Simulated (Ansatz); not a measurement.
```yaml
crystal:
  periodic: [false, false, false]
  atoms:
    - {symbol: F, position_ang: [-1.692168, 0.044962, 0.369308]}
    - {symbol: Al, position_ang: [-0.512793, 0.421284, 0.407486]}
    - {symbol: C, position_ang: [0.315297, -0.442137, 0.154589]}
    - {symbol: Cl, position_ang: [0.090099, -1.713165, 0.154432]}
    - {symbol: Se, position_ang: [0.223195, -0.034451, -1.012143]}
    - {symbol: H, position_ang: [-0.334931, 1.242016, 0.700672]}
    - {symbol: H, position_ang: [1.101815, -0.426566, 0.332496]}
    - {symbol: H, position_ang: [0.777379, 0.727281, -1.064500]}
basis:
  gaussian: {orbitals: cc-pVDZ}
hamiltonian: {xc: {name: PBE0-DH}}
output: {forces: true}
```

```sh
$ ansatz run in.yaml --threads 4 --pin off --events-out ev --progress --plain --max-ram 10444MiB
```

Shortened log:

```
Functional definition: PBE0-DH
1091 factors; integrals over basis functions are off by at most 4.8e-4 eV
mean field evaluation 1: about -88160.7376 eV, gradient 8.3e1 eV
mean field evaluation 2: about -88161.5413 eV, gradient 8.2e1 eV
mean field evaluation 4: about -88173.2280 eV, gradient 4.3e0 eV
mean field evaluation 8: about -88173.3097 eV, gradient 4.4e-1 eV
mean field evaluation 16: about -88173.3101 eV, gradient 1.6e-4 eV
mean field -88173.31013293 eV, -3240.3093813691 hartree, gradient 2.6e-6 eV, S^2 0.000000; 0 other end points of the search recorded, 0 dependent functions left out
21 core orbitals not correlated: weight in the atoms' cores, before any rotation towards them, 0.993 or more for the frozen orbitals, at most 0.003 for the correlated occupied ones
reference -88173.31015243 eV, -3240.3093820855 hartree; 20, 20 occupied and 65, 65 virtual orbitals, 1091 factors
second order -22.03052169 eV of doubles, -0.00000000 eV of singles
Total energy: -88176.06396764 eV, -3240.4105829279 hartree
Atom 0 at    -1.692168     0.044962     0.369308 Å, force   -45.349513   -13.663646     0.121636 eV/Å
Atom 1 at    -0.512793     0.421284     0.407486 Å, force   -20.448349    20.188449    20.917350 eV/Å
Atom 2 at     0.315297    -0.442137     0.154589 Å, force    35.278059   -30.225372    49.282496 eV/Å
Atom 3 at     0.090099    -1.713165     0.154432 Å, force    -8.713570   -48.132877     5.375533 eV/Å
Atom 4 at     0.223195    -0.034451    -1.012143 Å, force   -21.188639   -15.027733   -95.661185 eV/Å
Atom 5 at    -0.334931     1.242016     0.700672 Å, force    10.097507    44.670779    16.172037 eV/Å
Atom 6 at     1.101815    -0.426566     0.332496 Å, force    21.228467     2.062609     7.283564 eV/Å
Atom 7 at     0.777379     0.727281    -1.064500 Å, force    29.096037    40.127791    -3.491431 eV/Å
Dipole moment:     0.643369     0.084888    -0.011022 e Å
```

**Question.** What is wrong with this run?

**Answer.** The geometry is squeezed to about two thirds of its size. The run converged. The result belongs to that input, not to the molecule as meant.
